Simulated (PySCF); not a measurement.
# Working with the constants of SbCl⁺

UHF-CCSD(T) constants of SbCl⁺, ²Π (doublet), unpaired electrons π ↑ (basis Sb cc-pVDZ-PP with ECP28, Cl cc-pV(D+d)Z; scalar-relativistic core potentials; PySCF 2.14; masses 120.9038 and 34.9689 u):

| Item | Value |
| --- | --- |
| ωe | 428.8 cm⁻¹ |
| ωexe | 1.31 cm⁻¹ |
| Be | 0.11938 cm⁻¹ |
| αe | 0.000480 cm⁻¹ |
| D (centrifugal) | 3.7e-08 cm⁻¹ |
| De to Sb⁺ + Cl | 2.86 eV |

Problem. Give the vibrational terms G(v) and spacings up to v = 6.

Solution. G(v) = ωe(v+½) − ωexe(v+½)².

```csv
v,G(v) (cm⁻¹),G(v) − G(v−1),Bv (cm⁻¹)
0,214,,0.1191
1,640,426,0.1187
2,1064,424,0.1182
3,1485,421,0.1177
4,1903,418,0.1172
5,2319,416,0.1167
6,2732,413,0.1163
```

Problem. How well does the Morse estimate ωe²/(4ωexe) reproduce De, and what is D0?

Solution. It gives 4.35 eV, 152 % of the computed De. D0 = De − G(0) = 2.86 − 0.03 = 2.83 eV.

Correlated steps freeze 9 core orbitals. Correlated levels converge slowly with the basis: in double zeta they bind strong bonds too weakly, by up to about 1 eV, and carry superposition errors of some tenths. These are scalar-relativistic numbers at best; spin–orbit coupling would shift them, the dissociation energy most. For an ion De counts to the pair picked by the measured ionisation energies or electron affinities, which need not be the lowest pair at this level. The state was picked by a PBE0 search and need not be the measured ground state.
